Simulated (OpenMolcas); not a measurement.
Tm3+ with 6 ligands (fluoride) in trigonal antiprismatic coordination (D3d), a polar angle of 59.1° against the regular 54.74°. A charge of +0.5 e stands 3.2 Å behind each ligand. Ligand basis ANO-RCC-VDZP.

```yaml
Program: OpenMolcas 26.06
Method: CASSCF
Basis: ANO-RCC-VDZP [7s6p4d2f1g]
Scalar_Hamiltonian: DKH2, point nucleus
Active_space: 12 electrons in 7 orbitals (4f)
State_averaging: 2S+1 = 3 even, 21 roots; 2S+1 = 1 even, 27 roots kept (CI in the orbitals of an earlier block)
Spin-orbit_coupling: state interaction with AMFI integrals over the reference wave functions
```

All ligands move together. At R = 2.04 Å the width of the lowest J multiplet is 1056 cm-1, and at R = 2.19 Å it is 781 cm-1.

Problem. A third run gives 692 cm-1. What distance was it run at?

Solution. With a power law R^-n the two known points give n = -ln(781 / 1056) / ln(2.19 / 2.04) = 4.25. Then R = 2.04 × (1056 / 692)^(1/4.25) = 2.253 Å. The run was at 2.26 Å, so the estimate is off by -0.007 Å.

Without dynamic correlation the ligand-field splitting of an f shell can come out too small, at times by half. A group larger than the point group allows holds several states that coincide in this model. No measured value stands beside these numbers; the geometry is a model, was not optimised and need not be the one that this ion takes.
